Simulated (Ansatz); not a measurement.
`F[SiH2][O][GeH3]` + HCl → `Cl[SiH2][O][GeH3]` + H–F at 500 K and 1 bar (ligand exchange at the Si–F bond).

Isolated molecules relaxed with PBE0-D4/def2-TZVP in Ansatz; ΔE leaves out vibrations. CCSD(T)/CBS is the MP2 limit (def2-TZVPP, def2-QZVPP) plus CCSD(T) − MP2 in def2-TZVPP, frozen cores. This one scheme is used for every species. For Ge outer-core shells are correlated without core-valence functions, which leaves a few kJ/mol of doubt a bond. Scalar relativity is left out up to krypton. Each species was taken in one conformer, which may not be the lowest.

```json
{"species": "`F[SiH2][O][GeH3]`", "CCSD(T)/CBS energy (Eh)": "-2543.28863", "H − E (kJ/mol)": "171.0", "S (J/(mol·K))": "418.4"}
{"species": "HCl", "CCSD(T)/CBS energy (Eh)": "-460.38127", "H − E (kJ/mol)": "32.5", "S (J/(mol·K))": "201.9"}
{"species": "`Cl[SiH2][O][GeH3]`", "CCSD(T)/CBS energy (Eh)": "-2903.25837", "H − E (kJ/mol)": "169.2", "S (J/(mol·K))": "432.0"}
{"species": "H–F", "CCSD(T)/CBS energy (Eh)": "-100.39570", "H − E (kJ/mol)": "39.4", "S (J/(mol·K))": "188.7"}
```

H − E and S are ideal-gas, rigid-rotor, harmonic terms from PBE0-D4/def2-TZVP, for one conformer and one mirror image of each species. 1 Eh = 2625.50 kJ/mol, R = 8.31446 J/(mol·K).

Problem. By hand: ΔE, ΔH, ΔS and ΔG.

Solution. ΔE = (-2903.25837) + (-100.39570) − (-2543.28863) − (-460.38127) = 0.01583 Eh = 41.6 kJ/mol. Δ(H − E) = 169.2 + 39.4 − 171.0 − 32.5 = 5.1, so ΔH = 46.7 kJ/mol. ΔS = 432.0 + 188.7 − 418.4 − 201.9 = 0.4 J/(mol·K). ΔG = 46.7 − 500 × (0.4)/1000 = 46.5 kJ/mol.

Problem. By hand: the equilibrium constant, and the temperature at which ΔG would vanish if ΔH and ΔS stayed fixed.

Solution. log₁₀ K = −ΔG/(RT ln 10) = -4.9. ΔG = 0 at ΔH/ΔS = 116750 K, far beyond where these terms or the molecules hold.

The number of gas molecules stays the same, so ΔS is small and ΔH decides. A doubt of 5 kJ/mol in ΔE shifts log₁₀ K by 0.5 here. Other conformers and mirror images would add mixing entropy, several J/(mol·K) or more a flexible species. Modes under 60 cm⁻¹, often nearly free rotors, make the harmonic entropy too high. These are equilibria of isolated gas molecules and say nothing of rates. Largest T1 diagnostic: 0.012 (customary marks: 0.02 for closed shells, 0.045 for open ones).
